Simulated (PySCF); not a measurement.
**Vibration and rotation of ZrF**

UHF-CCSD(T) constants of ZrF, ⁴Σ⁻ (quartet), unpaired electrons σ ↑, δ ↑↑ (Zr def2-TZVPP with ECP28, F def2-TZVPP; scalar-relativistic core potentials (PySCF 2.14); masses 89.9047 and 18.9984 u):

```
ωe                     : 653.2 cm⁻¹
ωexe                   : 2.64 cm⁻¹
Be                     : 0.29978 cm⁻¹
αe                     : 0.00174 cm⁻¹
De to Zr (4d2 5s2) + F : 5.98 eV
```

Problem. What force constant and bond length do these constants imply?

Solution. Reduced mass μred = 15.684 u; k = 5.8918×10⁻⁷·μred·ωe² (u, cm⁻¹, mdyn/Å) = 3.94 mdyn/Å; Re = √(16.8576/(μred·Be)) (u, cm⁻¹, Å) = 1.894 Å.

Problem. Estimate the centrifugal constant D from the Kratzer relation and find the Dunham coefficient a1.

Solution. D = 4Be³/ωe² = 2.53e-07 cm⁻¹; a1 = −1 − αeωe/(6Be²) = -3.11.

Correlated steps freeze 1 core orbital. These are scalar-relativistic numbers at best; spin–orbit coupling would shift them, the dissociation energy most. With d or f electrons several states lie close, and the lowest PBE0 determinant need not be the measured ground state.
